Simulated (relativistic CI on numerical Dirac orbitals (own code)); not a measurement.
## Ligand-field terms of d8

Computed with a parametric ligand-field model of a d^n configuration (Racah B and C, spin-orbit zeta, crystal field), exact diagonalisation.

Field parameters in Wybourne normalisation: Oh B⁴₀ = 21Dq, B⁴₄ = √(5/14) B⁴₀. The field is a parameter set, without covalency.

(1) Ground term and bands for B = 1020, C = 4690, ζ = 0 cm⁻¹, Oh, 10Dq = 27540 cm⁻¹?

(2) Ground term and bands for B = 1020, C = 4690, ζ = 0 cm⁻¹, Oh, 10Dq = 23460 cm⁻¹?

(3) Ground term and bands for B = 1020, C = 4690, ζ = 0 cm⁻¹, Oh, 10Dq = 15300 cm⁻¹?

(4) Ground term and bands for B = 1020, C = 4690, ζ = 0 cm⁻¹, Oh, 10Dq = 11220 cm⁻¹?

(5) Ground term and bands for B = 1020, C = 4690, ζ = 0 cm⁻¹, Oh, 10Dq = 33660 cm⁻¹?

Answers

(1) Ground term 3A2 with 2.00 electrons in the two orbitals of the cubic e set. Spin-allowed: 3T2 27540 cm⁻¹ (363 nm), 3T1 37927 cm⁻¹ (264 nm), 3T1 59993 cm⁻¹ (167 nm). Lowest spin-forbidden: 1E 17318 cm⁻¹ (577 nm), 1A1 30958 cm⁻¹ (323 nm), 1T2 44649 cm⁻¹ (224 nm). With an A2 ground term the first spin-allowed band lies at |10Dq| itself.

(2) Ground term 3A2 with 2.00 electrons in the two orbitals of the cubic e set. Spin-allowed: 3T2 23460 cm⁻¹ (426 nm), 3T1 33436 cm⁻¹ (299 nm), 3T1 52244 cm⁻¹ (191 nm). Lowest spin-forbidden: 1E 17281 cm⁻¹ (579 nm), 1A1 30419 cm⁻¹ (329 nm), 1T2 40500 cm⁻¹ (247 nm). With an A2 ground term the first spin-allowed band lies at |10Dq| itself.

(3) Ground term 3A2 with 2.00 electrons in the two orbitals of the cubic e set. Spin-allowed: 3T2 15300 cm⁻¹ (654 nm), 3T1 23758 cm⁻¹ (421 nm), 3T1 37442 cm⁻¹ (267 nm). Lowest spin-forbidden: 1E 17150 cm⁻¹ (583 nm), 1A1 28842 cm⁻¹ (347 nm), 1T2 32108 cm⁻¹ (311 nm). With an A2 ground term the first spin-allowed band lies at |10Dq| itself.

(4) Ground term 3A2 with 2.00 electrons in the two orbitals of the cubic e set. Spin-allowed: 3T2 11220 cm⁻¹ (891 nm), 3T1 18276 cm⁻¹ (547 nm), 3T1 30684 cm⁻¹ (326 nm). Lowest spin-forbidden: 1E 17019 cm⁻¹ (588 nm), 1A1 27654 cm⁻¹ (362 nm), 1T2 27813 cm⁻¹ (360 nm). With an A2 ground term the first spin-allowed band lies at |10Dq| itself.

(5) Ground term 3A2 with 2.00 electrons in the two orbitals of the cubic e set. Spin-allowed: 3T2 33660 cm⁻¹ (297 nm), 3T1 44455 cm⁻¹ (225 nm), 3T1 71825 cm⁻¹ (139 nm). Lowest spin-forbidden: 1E 17358 cm⁻¹ (576 nm), 1A1 31576 cm⁻¹ (317 nm), 1T2 50844 cm⁻¹ (197 nm). With an A2 ground term the first spin-allowed band lies at |10Dq| itself.
